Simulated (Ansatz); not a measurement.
GeH2MePh (C₇H₁₀Ge). The state is a singlet with charge 0. Geometry PBE0-D4/def2-SVP; atoms count from 1.

```xyz
18

Ge    1.764    0.923    0.259
H     1.820    2.351   -0.325
H     2.267    0.948    1.718
C     2.884   -0.275   -0.803
H     3.931    0.063   -0.800
H     2.525   -0.305   -1.842
H     2.842   -1.294   -0.392
C    -0.089    0.317    0.239
C    -0.534   -0.659    1.140
C    -1.850   -1.120    1.105
C    -2.743   -0.606    0.166
C    -2.317    0.370   -0.734
C    -1.001    0.827   -0.696
H     0.155   -1.069    1.886
H    -2.180   -1.882    1.815
H    -3.775   -0.964    0.138
H    -3.016    0.778   -1.469
H    -0.682    1.597   -1.405
```

(1) Estimate the Mulliken populations from the PBE0/def2-TZVP orbitals of Ansatz.

(2) And the Mayer bond orders between heavy atoms (over 0.3)?

Results:

(1) 
```tsv
atom	charge (e)
Ge1	0.17
H2	-0.01
H3	-0.01
C4	-0.49
H5	0.14
H6	0.14
H7	0.14
C8	-0.01
C9	-0.14
C10	-0.15
C11	-0.09
C12	-0.15
C13	-0.14
H14	0.11
H15	0.12
H16	0.12
H17	0.12
H18	0.11
```
Mulliken values depend strongly on the basis.

(2) Ge1–C4 0.95 (1.95 Å); Ge1–C8 0.87 (1.95 Å); C8–C9 1.41 (1.40 Å); C8–C13 1.42 (1.40 Å); C9–C10 1.44 (1.39 Å); C10–C11 1.42 (1.39 Å); C11–C12 1.42 (1.39 Å); C12–C13 1.44 (1.39 Å).
